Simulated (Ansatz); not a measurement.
Computed with Ansatz on PBE0-D4/def2-TZVP structures; ΔE is electronic, products minus reactants. CCSD(T)/CBS adds triple-zeta CCSD(T) − MP2 to the extrapolated MP2 energy (def2 sets, frozen cores). This one scheme is used for every species, atoms too. No spin–orbit coupling; open shells (•) take unrestricted orbitals. Spin–orbit coupling would lower the free atoms: a little for C, Cl, O, S, Si. One conformer a species, not always the lowest.

`CO[SiH](S)Cl` → C• + Cl• + 5 H• + O• + S• + Si•  (atomization)

`CO[SiH](S)Cl`:

Z-matrix (Å, degrees):
```
C
O 1 1.414
H 1 1.090 2 107.8
H 1 1.094 2 111.2 3 -119.5
H 1 1.095 2 111.2 3 119.0
Si 2 1.626 1 124.1 3 175.1
Cl 6 2.039 2 104.7 1 -178.7
S 6 2.124 2 112.9 1 -56.6
H 6 1.479 2 112.6 1 62.3
H 8 1.345 6 93.7 2 -60.5
```

```
       species  CCSD/def2-SVP energy (Eh)
`CO[SiH](S)Cl`                -1262.01089
            C•                  -37.71440
           Cl•                 -459.44497
            H•                   -0.49928
            O•                  -74.83664
            S•                 -397.46677
           Si•                 -288.81458
```

Problem. Work out ΔE.

Solution. ΔE = 5 × (-0.49928) + (-37.71440) + (-459.44497) + (-74.83664) + (-397.46677) + (-288.81458) − (-1262.01089) = 1.23713 Eh = +3248.1 kJ/mol. CCSD(T)/CBS gives +3553.7 kJ/mol.

Largest T1 diagnostic among the species: 0.012.

In def2-TZVPP, CCSD(T) changes the Hartree–Fock value by +866.5 kJ/mol (the triples alone add +55.2 kJ/mol) and MP2 by +934.7 kJ/mol; breaking electron pairs costs correlation energy, which Hartree–Fock lacks. Leaving LDA and LC-ωPBE aside and taking each functional with its dispersion term where it has one, the values, not all of them listed here, spread over 153.1 kJ/mol, from BHLYP-D4 to PBE-D4. LDA lies +485.3 kJ/mol from PBE without D4, its usual overbinding. The D4 term adds +42.6 kJ/mol with B3LYP and +22.5 kJ/mol with PBE0; it sums over pairs of atoms, weighted by their polarisabilities, and B3LYP, whose exchange is more repulsive, gets the larger term.

B3LYP here is the variant with VWN-RPA as its local correlation; programs differ in this.

For atomizations the MP2-based limit and the directly extrapolated one differ by several kJ/mol either way, and by 10 to 25 for some Ge, Se and Sn compounds, so smaller differences from it don't rank the levels.
